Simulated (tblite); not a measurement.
Species: C4H8OSi2.
Structure used (GFN2-xTB), in Å, numbered top down from 1:
```xyz
15
C4H8OSi2 angstrom
Si     2.8861   -0.4701    0.0482
O      1.5200    0.1700   -0.5416
Si    -0.0127    0.6539   -0.7424
C     -1.2762   -0.7313   -0.9758
C     -2.1982   -0.6492   -0.0110
C     -2.0034    0.4002    0.9849
C     -0.9232    1.1729    0.8300
H      2.5652   -1.3074    1.2027
H      3.7278    0.6650    0.4218
H      3.4522   -1.2478   -1.0517
H      0.0458    1.6533   -1.8054
H     -1.3308   -1.4683   -1.7593
H     -3.0514   -1.3085    0.0741
H     -2.7144    0.4997    1.7938
H     -0.6913    1.9757    1.5098
```

Computed values, GFN2-xTB/tblite, gas phase, harmonic and unscaled. Against measured fundamentals such values can be off by several per cent, at times by over 20. Modes of hydrogen on silicon can be 10 to 20 % off. One conformer, not necessarily the lowest. The optimisation stopped once no atom felt more than 0.01 eV/Å.

Lowest wavenumbers of the output (negative numbers stand for imaginary wavenumbers):
```
mode    cm-1
  1     -20.1
  2      22.9
  3      37.5
  4     129.3
  5     163.1
  6     323.6
  7     401.0
  8     442.2
  9     559.9
 10     566.1
```

Question: Is this structure a minimum?

Answer: Not by this Hessian. 1 mode is imaginary beyond 20i (20i cm⁻¹), so at this level the point lies at or near a first-order saddle. The curvature is small, so loose convergence or finite differences may be the whole cause.

Question: Which atoms move in the imaginary mode?

Answer: 20i: H10 (Si–H hydrogen) 31 %, H9 (Si–H hydrogen) 31 %, H8 (Si–H hydrogen) 21 %. These are shares of the mass-weighted motion.

Question: What is the remedy?

Answer: Step along that mode in both directions, optimise again with tighter thresholds and repeat the frequencies. The zero-point energy of this point (62.9 kcal/mol) counts the 38 real modes alone, and thermal corrections from it aren't those of a minimum.

The run took 0.89 s of wall time on an Arm Neoverse N1 with one thread, no GPU (shared host). The figure is for the frequency step alone.
